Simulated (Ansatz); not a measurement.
Born–Oppenheimer molecular dynamics of C₂H₉AlBNO₂ (16 atoms, charge 0, multiplicity 1). It starts from a relaxed structure.

The calculation used RKS PBE-D4/6-31G (Ansatz).

- ensemble: NVE (velocity Verlet)
- time step: 1 fs
- steps asked: 234
- starting velocities drawn for: 1000 K
- seed: 675083

First frame:

```xyz
16
Properties=species:S:1:pos:R:3
B 0.449 -1.418 2.556
O 0.432 -0.682 1.418
Al -0.057 -0.357 -0.275
C 1.284 -0.901 -1.620
N -0.044 1.657 -0.119
C -1.113 2.352 -0.343
O -1.801 -0.381 -0.639
H -0.156 -2.474 2.628
H 1.073 -1.017 3.520
H 2.299 -0.585 -1.318
H 1.065 -0.460 -2.609
H 1.309 -1.999 -1.743
H 0.795 2.149 0.218
H -1.153 3.441 -0.205
H -1.994 1.782 -0.669
H -2.412 -1.128 -0.757
```

(1) How far do the bonds stretch over the last three quarters of this one trajectory? (Pairs bonded in most of those frames.)

Answers

(1) 
| bond | mean (Å) | spread (Å) | shortest | longest |
| --- | --- | --- | --- | --- |
| B1–O2 | 1.357 | 0.012 | 1.34 | 1.38 |
| B1–H8 | 1.219 | 0.041 | 1.15 | 1.30 |
| B1–H9 | 1.236 | 0.046 | 1.16 | 1.32 |
| O2–Al3 | 1.830 | 0.056 | 1.70 | 1.94 |
| Al3–C4 | 1.994 | 0.078 | 1.84 | 2.17 |
| Al3–N5 | 2.062 | 0.070 | 1.95 | 2.19 |
| Al3–O7 | 1.796 | 0.089 | 1.65 | 1.95 |
| C4–H10 | 1.111 | 0.032 | 1.05 | 1.17 |
| C4–H11 | 1.112 | 0.026 | 1.05 | 1.16 |
| C4–H12 | 1.110 | 0.030 | 1.06 | 1.16 |
| N5–C6 | 1.295 | 0.012 | 1.28 | 1.32 |
| N5–H13 | 1.037 | 0.021 | 1.00 | 1.08 |
| C6–H14 | 1.105 | 0.041 | 1.03 | 1.17 |
| C6–H15 | 1.101 | 0.026 | 1.05 | 1.16 |
| O7–H16 | 0.982 | 0.022 | 0.94 | 1.02 |

Mean temperature of the second half: 496 K. The conserved energy stayed within 1.4 meV per atom of its start (net change 1 meV per atom), so the integration is sound. Over the second half the temperature averaged 0.50 of the 1000 K drawn at the start: a run that starts near a minimum puts about half its kinetic energy into the potential. A run of 0.23 ps of so small a system gives no equilibrium averages. Limits of this set-up: no polarisation functions.

Run time: 16 min on 1 thread of Arm Neoverse V2, on a shared host, peak memory 0.14 GiB.
